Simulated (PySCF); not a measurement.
**C30H40O2: Orbital levels and atomic charges**

System: C30H40O2 (molecular glass and resin monomer), SMILES CC(C)(C)Oc1ccc([C@]23C[C@H]4C[C@H](C[C@](c5ccc(OC(C)(C)C)cc5)(C4)C2)C3)cc1.

Cartesian coordinates (Å):
```
  1 C    -8.481    1.237    0.799
  2 C    -6.970    1.271    1.063
  3 C    -6.472    2.712    0.906
  4 C    -6.699    0.719    2.467
  5 O    -6.455    0.412    0.043
  6 C    -5.146    0.108   -0.155
  7 C    -4.036    0.542    0.555
  8 C    -2.762    0.122    0.200
  9 C    -2.537   -0.739   -0.862
 10 C    -1.157   -1.225   -1.274
 11 C    -0.891   -0.832   -2.736
 12 C     0.465   -1.367   -3.192
 13 C     0.487   -2.888   -3.069
 14 C     0.257   -3.269   -1.609
 15 C    -1.104   -2.755   -1.150
 16 C     1.357   -2.666   -0.738
 17 C     1.346   -1.138   -0.854
 18 C     2.427   -0.482   -0.009
 19 C     3.307   -1.204    0.789
 20 C     4.295   -0.578    1.527
 21 C     4.440    0.803    1.488
 22 O     5.370    1.434    2.284
 23 C     6.681    1.674    1.755
 24 C     7.383    0.361    1.391
 25 C     7.422    2.369    2.898
 26 C     6.622    2.589    0.527
 27 C     3.557    1.540    0.707
 28 C     2.573    0.904   -0.024
 29 C     1.570   -0.767   -2.328
 30 C    -0.037   -0.632   -0.409
 31 C    -3.660   -1.173   -1.567
 32 C    -4.927   -0.763   -1.227
 33 H    -9.010    1.858    1.516
 34 H    -8.687    1.597   -0.205
 35 H    -8.845    0.216    0.876
 36 H    -7.036    3.364    1.568
 37 H    -6.623    3.039   -0.120
 38 H    -5.418    2.811    1.144
 39 H    -7.006   -0.323    2.513
 40 H    -7.273    1.286    3.196
 41 H    -5.650    0.778    2.737
 42 H    -4.125    1.212    1.394
 43 H    -1.940    0.493    0.791
 44 H    -1.673   -1.234   -3.381
 45 H    -0.914    0.256   -2.826
 46 H     0.631   -1.081   -4.238
 47 H    -0.292   -3.326   -3.697
 48 H     1.451   -3.275   -3.408
 49 H     0.281   -4.361   -1.508
 50 H    -1.890   -3.209   -1.754
 51 H    -1.280   -3.038   -0.109
 52 H     2.325   -3.057   -1.058
 53 H     1.188   -2.959    0.301
 54 H     3.237   -2.278    0.851
 55 H     4.953   -1.164    2.151
 56 H     8.406    0.564    1.083
 57 H     7.403   -0.304    2.251
 58 H     6.866   -0.137    0.574
 59 H     6.905    3.286    3.167
 60 H     7.443    1.721    3.770
 61 H     8.441    2.605    2.604
 62 H     7.628    2.837    0.202
 63 H     6.098    3.510    0.773
 64 H     6.101    2.097   -0.292
 65 H     3.637    2.616    0.686
 66 H     1.906    1.512   -0.618
 67 H     1.574    0.318   -2.447
 68 H     2.546   -1.139   -2.651
 69 H    -0.065    0.456   -0.478
 70 H    -0.185   -0.912    0.637
 71 H    -3.550   -1.848   -2.403
 72 H    -5.786   -1.106   -1.784
```

Method: CAM-B3LYP/def2-SVP, gas phase, PySCF, fitting set def2-universal-JFIT up to Ne and JKFIT beyond, grid level 1.

Problem. Give the orbital energies near the gap.

Solution. 
| orbital | eV |
| --- | --- |
| HOMO-4 | -8.93 |
| HOMO-3 | -8.37 |
| HOMO-2 | -8.29 |
| HOMO-1 | -7.69 |
| HOMO | -7.16 |
| LUMO | 1.16 |
| LUMO+1 | 1.26 |
| LUMO+2 | 1.37 |
| LUMO+3 | 1.67 |

Problem. Give the partial charges of the non-hydrogen atoms.

Solution. 
```csv
atom,Mulliken,IAO,Hirshfeld
C1,0.07,-0.39,-0.12
C2,-0.08,0.25,0.11
C3,0.07,-0.41,-0.12
C4,0.07,-0.41,-0.12
O5,-0.31,-0.35,-0.10
C6,0.26,0.20,0.08
C7,-0.10,-0.21,-0.08
C8,-0.03,-0.14,-0.05
C9,0.12,-0.02,0.00
C10,-0.27,0.03,0.03
C11,0.15,-0.24,-0.07
C12,-0.07,-0.10,-0.02
C13,0.12,-0.24,-0.07
C14,-0.05,-0.09,-0.02
C15,0.15,-0.24,-0.07
C16,0.14,-0.24,-0.07
C17,-0.26,0.04,0.03
C18,0.14,0.00,0.01
C19,-0.03,-0.15,-0.05
C20,-0.01,-0.17,-0.06
C21,0.19,0.19,0.07
O22,-0.34,-0.39,-0.13
C23,-0.07,0.26,0.11
C24,0.06,-0.41,-0.12
C25,0.08,-0.39,-0.12
C26,0.06,-0.41,-0.12
C27,-0.01,-0.17,-0.06
C28,-0.06,-0.15,-0.05
C29,0.15,-0.24,-0.07
C30,0.17,-0.24,-0.07
C31,-0.05,-0.14,-0.05
C32,-0.02,-0.17,-0.07
```
